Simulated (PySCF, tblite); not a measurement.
Isomers of C7H9ClNP. Computed with GFN2-xTB (tblite): harmonic, unscaled wavenumbers at the GFN2-xTB geometry, gas phase. This tight-binding method is rough: wavenumbers can miss measured ones by several per cent, in bad cases by 10 to 20. One conformer each.

Electronic energies: PBE0-D3(BJ)/def2-SVP at its own geometries (PySCF, gas phase).

```csv
SMILES,"electronic energy, lowest = 0 (kJ/mol)"
CN(C)c1ccpc(Cl)c1,23.2
CC(C)c1cnc(Cl)cp1,0.0
CN(C)c1ccc(Cl)cp1,18.2
```

Question: How do GFN2-xTB zero-point energies change the relative energies?

Answer: 
```csv
SMILES,ZPE (kJ/mol),of it from modes above 1550 cm⁻¹,electronic (kJ/mol),"with ZPE, lowest = 0 (kJ/mol)",lowest mode (cm⁻¹),rings
CC(C)c1cnc(Cl)cp1,377.7,162.7,0.0,0.0,40,1
CN(C)c1ccc(Cl)cp1,374.9,161.7,18.2,15.4,6,1
CN(C)c1ccpc(Cl)c1,376.4,171.5,23.2,22.0,21,1
```

The zero-point energies span 2.8 kJ/mol, from `CN(C)c1ccc(Cl)cp1` to `CC(C)c1cnc(Cl)cp1`. The order is unchanged.

Question: And how do the electronic energies of GFN2-xTB itself compare?

Answer: `CC(C)c1cnc(Cl)cp1` 0.0; `CN(C)c1ccc(Cl)cp1` 6.7; `CN(C)c1ccpc(Cl)c1` 18.2 kJ/mol, lowest = 0. Against the energies above, taken from the same isomer `CC(C)c1cnc(Cl)cp1`, the largest difference is 11.5 kJ/mol. The two levels were optimised apart and needn't hold the same conformer.
